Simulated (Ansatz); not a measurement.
Geometry optimisation, Ansatz, RKS BHLYP/6-31G*.

The input (input.yaml):

```yaml
crystal:
  periodic: [false, false, false]
  atoms:
    - { symbol: B, position_ang: [0.0, 0.0, 0.0] }
    - { symbol: F, position_ang: [0.0, 0.0, 1.67] }
    - { symbol: Cl, position_ang: [1.6108, 0.0, -0.93] }
    - { symbol: Cl, position_ang: [-1.6108, 0.0, -0.93] }
    - { symbol: H, position_ang: [0.0623, -1.4126, 0.4698] }
    - { symbol: H, position_ang: [0.0491, -1.1133, 1.3144] }
basis:
  gaussian: { orbitals: "6-31G*" }
hamiltonian:
  xc: { name: BHLYP }
relax:
  f_tol: 0.15
  max_steps: 25
  restrain:
    - { distance: [0, 4], at: 1.19, k: 30.0 }
    - { distance: [5, 1], at: 0.92, k: 30.0 }
    - { distance: [0, 1], at: 2.52, k: 30.0 }
    - { distance: [5, 4], at: 1.86, k: 30.0 }
```

Run as:

```bash
$ ansatz run input.yaml --threads 1 --pin off --max-ram 2048MiB --backend cpu --events-out ev --progress --plain --runs-dir out
```

**Question.** Where does it end, and by what steps?

**Answer.** The forces met the threshold. The restraints hold the end off the free minimum. After 7 steps the energy has fallen by 2.522 eV (the restraints' own energy left out); B1 moved furthest, 0.68 Å. Joined: F2–H6 (1.17 → 0.92 Å).

| step | energy less start (eV) | largest force component (eV/Å) | accepted |
| --- | --- | --- | --- |
| 0 | 0.0000 | 3.918 | yes |
| 1 | -0.5303 | 4.850 | yes |
| 2 | -1.6443 | 3.741 | yes |
| 3 | -2.1855 | 1.548 | yes |
| 4 | -2.4321 | 1.436 | yes |
| 5 | -2.3818 | 1.726 | no |
| 6 | -2.5225 | 0.303 | yes |
| 7 | -2.5221 | 0.288 | yes |

```xyz
6
Properties=species:S:1:pos:R:3
B 0.011 -0.487 -0.474
F 0.081 -0.008 1.999
Cl 1.518 0.231 -0.959
Cl -1.516 0.169 -0.985
H 0.031 -1.510 0.120
H -0.014 -0.920 1.893
```

The run took 23 s on 1 thread of Arm Neoverse V2, on a shared host, peak memory 0.14 GiB.
